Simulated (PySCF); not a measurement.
Mo(O)(NH)(Cl)2 (Cl2HMoNO), SMILES [NH]=[Mo](=[O])([Cl])[Cl], multiplicity 1. Geometry optimised at PBE0-D3(BJ)/def2-SVP. The multiplicity is an assumed one; no other spin state was optimised. The structure was generated by enumeration; whether it is a known compound was not checked. The def2 effective core potentials stand for the cores of Mo; spin–orbit coupling is left out.

Computed equilibrium geometry at PBE0-D3(BJ)/def2-SVP (PySCF confirms it by a frequency run) as a Z-matrix, and its point group:
point group Cs.
```
Mo
O 1 1.6599
N 1 1.7121 2 107.38
H 3 1.0212 1 145.67 2 0.00
Cl 1 2.2706 2 109.71 3 -117.13
Cl 1 2.2706 2 109.71 3 117.13
```
